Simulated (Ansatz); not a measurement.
`[OH][Ge]([OH])([Cl])[Cl]` + H–F → `[OH][Ge]([F])([Cl])[Cl]` + H₂O at 700 K and 1 bar (ligand exchange at a Ge–O bond).

Computed with Ansatz on PBE0-D4/def2-TZVP structures; ΔE is electronic, products minus reactants. CBS: MP2 limit from def2 TZ/QZ plus the TZ coupled-cluster correction, frozen cores. This one scheme is used for every species. For Ge outer-core shells are correlated without core-valence functions, which leaves a few kJ/mol of doubt a bond. Scalar relativity is left out up to krypton. One conformer a species, not always the lowest.

```csv
species,CCSD(T)/CBS energy (Eh),H − E (kJ/mol),S (J/(mol·K))
`[OH][Ge]([OH])([Cl])[Cl]`,-3147.36572,152.3,474.3
H–F,-100.39570,45.2,198.5
`[OH][Ge]([F])([Cl])[Cl]`,-3171.38906,115.7,454.5
H₂O,-76.37941,80.5,218.4
```

H − E and S are ideal-gas, rigid-rotor, harmonic terms from PBE0-D4/def2-TZVP, for one conformer and one mirror image of each species. 1 Eh = 2625.50 kJ/mol, R = 8.31446 J/(mol·K).

By hand: ΔE, ΔH, ΔS and ΔG.

ΔE = (-3171.38906) + (-76.37941) − (-3147.36572) − (-100.39570) = -0.00705 Eh = -18.5 kJ/mol. Δ(H − E) = 115.7 + 80.5 − 152.3 − 45.2 = -1.3, so ΔH = -19.8 kJ/mol. ΔS = 454.5 + 218.4 − 474.3 − 198.5 = 0.1 J/(mol·K). ΔG = -19.8 − 700 × (0.1)/1000 = -19.9 kJ/mol.

By hand: the equilibrium constant, and the temperature at which ΔG would vanish if ΔH and ΔS stayed fixed.

log₁₀ K = −ΔG/(RT ln 10) = 1.5. ΔH and −TΔS have one sign here, so there is no such temperature.

The number of gas molecules stays the same, so ΔS is small and ΔH decides. A doubt of 5 kJ/mol in ΔE shifts log₁₀ K by 0.4 here. Other conformers and mirror images would add mixing entropy, several J/(mol·K) or more a flexible species. These are equilibria of isolated gas molecules and say nothing of rates. Largest T1 diagnostic: 0.011 (customary marks: 0.02 for closed shells, 0.045 for open ones).

ΔS is within the doubt of such terms, so its sign, and with it that verdict, could turn.
